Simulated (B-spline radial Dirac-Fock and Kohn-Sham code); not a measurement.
# How the settings move the core levels of La⁴⁺

ΔSCF core binding energies without Breit or QED terms, calculated with a radial finite-basis atomic code. Keys: rel is the Hamiltonian (dirac, or spin-free x2c and nr, where L3 and M5 stand for the whole 2p and 3d shells), method is hf or an exchange,correlation pair (spin-unpolarised, also for the hole states), nuc the nuclear model, radius_factor scales its radius, rmax is the box in bohr, h the logarithmic mesh step, order the B-spline order, points the quadrature points per cell, c_factor scales the speed of light, and damp, ndamp, maxit and tol steer the iteration. The run stops when the commutator error falls below 10·tol·max(1, Z/10), or the numerical noise floor, and the energy has settled to about 1e-8 Ha; the virial ratio is −V/T.

Base input:

```json
{"items": [{"Z": 57, "q": 4, "cfg": [[1, 0, 2], [2, 0, 2], [2, 1, 6], [3, 0, 2], [3, 1, 6], [3, 2, 10], [4, 0, 2], [4, 1, 6], [4, 2, 10], [5, 0, 2], [5, 1, 5]], "A": 139, "rrms": 4.855, "do": "settings", "holes": ["K", "L3", "M5"],
  "settings": [{"rel": "dirac", "method": "hf", "nuc": "fermi", "radius_factor": 1.0, "rmax": 45.0, "h": 0.3, "order": 8, "points": 10, "c_factor": 1.0, "maxit": 60, "damp": 0.5, "ndamp": 3, "tol": 1e-08}]}]}
```

The ground state converged in 10 iterations, with total energy -8490.60865 Ha, virial ratio 1.93449 and highest orbital energy -61.90 eV. ΔSCF binding energies: K (1s) 39124.6 eV, L3 (2p3/2) 5548.5 eV, M5 (3d5/2) 887.3 eV.

Changes from the base run:

| changed setting | Δ total energy (Ha) | Δ K (eV) | Δ L3 (eV) | Δ M5 (eV) | iterations |
| --- | --- | --- | --- | --- | --- |
| order = 7 | +0.00005 | 0.00 | 0.00 | 0.00 | 10 |
| nuc = "gauss" | -0.00161 | +0.02 | 0.00 | 0.00 | 10 |
| rel = "nr"; method = "b88,lyp"; radius_factor = 0.5 | ? | ? | ? | ? | ? |
| rmax = 60.0 | 0.00000 | 0.00 | 0.00 | 0.00 | 10 |
| radius_factor = 0.5 | -0.26828 | +3.06 | -0.02 | 0.00 | 10 |
| tol = 1e-06 | 0.00000 | 0.00 | 0.00 | 0.00 | 8 |
| method = "b88,lyp"; rmax = 60.0; c_factor = 1.5 | +154.01953 | -1017.99 | -24.98 | +5.13 | 9 |

Q: What does the change rel = "nr"; method = "b88,lyp"; radius_factor = 0.5 do?

A: The total energy moves by +269.77253 Ha and the binding energies by K -1783.84 eV, L3 -25.73 eV, M5 +13.68 eV; the run takes 9 iterations.
